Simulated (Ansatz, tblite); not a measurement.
Cost and result up the ladder for cyclo-(H2GeNH)2 (Ge2N2H6) (10 atoms). The state is a singlet with charge 0. Geometry: B3LYP-D4/def2-SVP.

| atom | x (Å) | y (Å) | z (Å) |
| --- | --- | --- | --- |
| Ge1 | -0.5394 | 1.0112 | 0.7428 |
| H2 | -0.0758 | 1.4217 | 2.1633 |
| H3 | -1.7093 | 1.9246 | 0.2978 |
| N4 | -0.8348 | -0.8113 | 0.4974 |
| Ge5 | 0.5389 | -1.0102 | -0.7445 |
| H6 | 1.7086 | -1.9233 | -0.2979 |
| H7 | 0.0761 | -1.4222 | -2.1647 |
| N8 | 0.8342 | 0.8131 | -0.5002 |
| H9 | -1.7476 | -1.2521 | 0.4344 |
| H10 | 1.7490 | 1.2485 | -0.4285 |

Ansatz on 4 threads of Arm Neoverse V2 on a shared host; xTB runs through tblite on one thread. Times are rough, summed over both states, and most runs start from the orbitals of an earlier one. PBE0-D4/def2-TZVP serves as the yardstick here, not as an exact answer. The other state is a triplet.

The xTB rows come from tblite.

xTB has no spin-polarisation term.

```
                            level  functions  wall time  vertical triplet (eV)  difference from PBE0-D4/def2-TZVP (eV)
                         GFN2-xTB         32    0.006 s                   5.65                                    0.95
                         GFN1-xTB         38     0.01 s                   4.85                                    0.15
                 PBE-D4/def2-TZVP        194      5.1 s                   4.14                                   -0.56
r2SCAN-D4/def2-TZVP (with forces)        194       14 s                   4.35                                   -0.36
                PBE0-D4/def2-TZVP        194       18 s                   4.70                                    0.00
```
